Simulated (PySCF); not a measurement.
Computed Raman spectrum (relative Raman activity) of a molecule C2H5ClF2Si. Geometry: r2SCAN-D4/def2-SVP. The values are those of a single conformer. Method: r2SCAN-D4/def2-SVP (PySCF). Frequencies are harmonic and unscaled.

Lines under 2 % of the strongest are left out, and lines within 2 cm⁻¹ are merged.

```
ν (cm⁻¹)  relative intensity
--------  ------------------
528                      5.5
1044                     2.1
1242                     2.2
1416                     7.5
1478                      19
3036                     100
3040                      59
3093                      67
3138                      78
```

### Question
Pick the molecule that these values belong to.
A) CC[Si](F)(F)Cl
B) F[SiH2][C@@H](F)CCl
C) C[Si@@H](Cl)C(F)F
D) C[C@H](F)[Si@H](F)Cl

### Answer
A, CC[Si](F)(F)Cl
